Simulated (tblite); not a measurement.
C5H12AlClO2.
SMILES with atom numbers: `[CH3:1][CH2:2][O+:3]([CH2:4][C:5]([CH3:6])=[O:7])[AlH2-:8][Cl:9]` (hydrogens: H10, H11, H12 on C1; H13, H14 on C2; H15, H16 on C4; H17, H18, H19 on C6; H20, H21 on Al8)
Bond orders are those of one Lewis drawing.

Computed with GFN2-xTB (tblite), gas phase: L-BFGS steps from a force-field or distance-geometry start until the largest atomic force falls under 0.01 eV/Å.

At the end of the run (lengths in Å): Al8–Cl9 2.056, O3–Al8 1.911, O3–C4 1.410, Al8–H21 1.551, C2–O3 1.425, C4–C5 1.527, C5=O7 1.201, C4–C5–C6 113.5°, C2–O3–Al8 126.4°, C4–C5–O7 122.4°, C2–O3–C4 117.3°, C1–C2–O3–C4 72°, C2–O3–C4–C5 74°, O3–C4–C5–C6 163°, H17–C6–C5–C4 161°, H15–C4–C5–C6 -72°.

**Question.** These geometries were met on the way; a selection of coordinates is given. Order them by energy above the end point, lowest first.
A. Al8–Cl9 2.048, O3–Al8 1.939, O3–C4 1.416, Al8–H21 1.553, C2–O3 1.434, C4–C5 1.528, C5=O7 1.197, C4–C5–C6 115.2°, C2–O3–Al8 117.9°, C4–C5–O7 120.3°, C2–O3–C4 118.9°, C1–C2–O3–C4 55°, C2–O3–C4–C5 65°, O3–C4–C5–C6 179°, H17–C6–C5–C4 136°, H15–C4–C5–C6 -56°
B. Al8–Cl9 2.118, O3–Al8 1.846, O3–C4 1.451, Al8–H21 1.584, C2–O3 1.436, C4–C5 1.520, C5=O7 1.224, C4–C5–C6 115.7°, C2–O3–Al8 118.6°, C4–C5–O7 120.0°, C2–O3–C4 118.6°, C1–C2–O3–C4 55°, C2–O3–C4–C5 65°, O3–C4–C5–C6 179°, H17–C6–C5–C4 134°, H15–C4–C5–C6 -57°
C. Al8–Cl9 2.204, O3–Al8 1.815, O3–C4 1.325, Al8–H21 1.620, C2–O3 1.360, C4–C5 1.470, C5=O7 1.253, C4–C5–C6 123.6°, C2–O3–Al8 117.0°, C4–C5–O7 116.6°, C2–O3–C4 122.5°, C1–C2–O3–C4 60°, C2–O3–C4–C5 59°, O3–C4–C5–C6 180°, H17–C6–C5–C4 131°, H15–C4–C5–C6 -53°
D. Al8–Cl9 2.059, O3–Al8 1.973, O3–C4 1.417, Al8–H21 1.544, C2–O3 1.428, C4–C5 1.523, C5=O7 1.204, C4–C5–C6 115.0°, C2–O3–Al8 119.3°, C4–C5–O7 122.3°, C2–O3–C4 117.2°, C1–C2–O3–C4 57°, C2–O3–C4–C5 64°, O3–C4–C5–C6 179°, H17–C6–C5–C4 138°, H15–C4–C5–C6 -56°
E. Al8–Cl9 2.163, O3–Al8 1.818, O3–C4 1.411, Al8–H21 1.602, C2–O3 1.403, C4–C5 1.518, C5=O7 1.155, C4–C5–C6 115.8°, C2–O3–Al8 118.3°, C4–C5–O7 120.3°, C2–O3–C4 120.0°, C1–C2–O3–C4 57°, C2–O3–C4–C5 63°, O3–C4–C5–C6 179°, H17–C6–C5–C4 133°, H15–C4–C5–C6 -56°

**Answer.** D (0.100 eV), A (0.162 eV), B (0.355 eV), E (0.575 eV), C (1.190 eV).

```tsv
step	E above end (eV)	rms distance from the end, all atoms (Å)	largest force (eV/Å)	rms shift of all bonds from the end (Å)
8	0.100	0.473	0.263	0.015
4	0.162	0.478	0.483	0.009
2	0.355	0.481	1.709	0.026
1	0.575	0.484	4.587	0.038
0	1.190	0.487	4.623	0.057
```

Rows stand in the order of the answer.
